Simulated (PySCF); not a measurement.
Electronic absorption of C3H6F2O2

C3H6F2O2.
SMILES: `COCOC(F)F`

Method: TDDFT PBE0/def2-SVPD, vertical, gas phase, core orbitals frozen in the response in PySCF 2.14.0, density-fitted response routines. The structure is a single PBE0-D3(BJ)/def2-SVP conformer in the gas phase; no vibrational or solvent corrections. Torsions of this conformer, `[CH3:1][O:2][CH2:3][O:4][CH:5]([F:6])[F:7]`: C1–O2–C3–O4 -69°, O2–C3–O4–C5 -70°, C3–O4–C5–F6 161°.

Q: Predict the UV-vis stick spectrum at this level.

A: 

| state | E (eV) | E (hartree) | f | main configurations (H = HOMO, L = LUMO) |
| --- | --- | --- | --- | --- |
| S1 | 7.93 | 0.2914 | 0.0092 | H→L (97%) |
| S2 | 8.62 | 0.3166 | 0.031 | H→L+1 (91%) |
| S3 | 8.74 | 0.3211 | 0.042 | H→L+2 (96%) |
| S4 | 8.79 | 0.3231 | 0.023 | H-1→L (93%) |
| S5 | 9.04 | 0.3321 | 0.010 | H-2→L (81%) |
| S6 | 9.12 | 0.3352 | 0.015 | H→L+3 (60%), H→L+4 (16%), H-2→L (10%) |

The lowest singlet lies at 7.93 eV (156 nm, vacuum ultraviolet) and is weak; its leading configuration is HOMO→LUMO (97%). The strongest level in the table is S3 at 8.74 eV (142 nm, f = 0.042). Löwdin shares by element: HOMO oxygen 59% or more, carbon 13% or more, hydrogen 12% or more (atoms not listed hold the other 16%); LUMO carbon 45%, oxygen 9% or more (atoms not listed hold the other 45%). Weighted by f, the mean energy of these states is 8.73 eV. Orbital energies (eV): HOMO-3 -10.65, HOMO-2 -9.62, HOMO-1 -9.39, HOMO -8.62, LUMO 0.59, LUMO+1 1.24, LUMO+2 1.28. Of the 6 states listed, 5 reach f = 0.01 and none stays under 0.0005. No computed singlet lies in the visible range (380 to 750 nm); the lowest, at 156 nm, stands 4.67 eV above its violet end (3.26 eV). The window holds the lowest 6 singlets.

The run took 32 s wall on an Intel Xeon Platinum 8488C with one thread, shared host with 192 logical CPUs at a one-minute load of 102, and the process peaked at 0.81 GiB of memory.

Without π bonds the low states are Rydberg-like; a valence basis with one diffuse set may place them up to an eV too high.
